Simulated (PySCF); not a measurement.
**Finite-field polarisability of Ne (neon, neutral)**

[Ne], closed-shell 1S. All numbers are calculated (PySCF 2.14, scalar relativity by spin-free X2C-1e, in dyall-acv3z). Frozen: 1s2. Energy changes in a uniform field (μhartree):

```tsv
axis	F (au)	HF	MP2	CCSD	CCSD(T)
x	0.0097	-100.393	-111.244	-109.161	-110.515
x	0.0194	-401.693	-445.155	-436.811	-442.239
```

Question: Derive α along x at CCSD(T) from the two fields.

Answer: With ΔE = −αF²/2 − γF⁴/24, α = −(16 ΔE(F) − ΔE(2F))/(6F²) = 2.349 bohr³.

Question: And the mean polarisability at each level?

Answer: HF 2.134, MP2 2.364, CCSD 2.320, CCSD(T) 2.349 bohr³. Reference: 2.661 bohr³ (recommended; Schwerdtfeger and Nagle, table of static dipole polarizabilities (2023 update)).

CCSD(T) lies more than 5 % below the reference, which points to too few diffuse and polarisation functions.
